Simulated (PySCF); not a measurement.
**How methods differ on the ionisation energy of P²⁺**

P²⁺ [Ne] 3s2 3p1 (2P) → P³⁺ [Ne] 3s2 (1S), as a difference of total energies. All numbers are calculated (PySCF 2.14, scalar relativity by spin-free X2C-1e, in x2c-QZVPPall). Correlated levels: valence: [Ne] frozen. The calculations carry no spin-orbit coupling.

```
           method  ionisation energy (eV)  plus first-order spin-orbit estimate  error of that sum (eV)
              UHF                  29.580                                29.622                  -0.581
    MP2 (valence)                  29.912                                29.953                  -0.250
SCS-MP2 (valence)                  29.905                                29.947                  -0.256
   CCSD (valence)                  30.026                                30.068                  -0.135
CCSD(T) (valence)                  30.058                                30.099                  -0.104
```

Reference: 30.203 eV (measured; NIST Atomic Spectra Database, ionization energies).

A first-order spin-orbit estimate (lowest level to lowest level, LS coupling) adds 0.041 eV.

Errors of the correlated levels include the incompleteness of this basis and the frozen core.
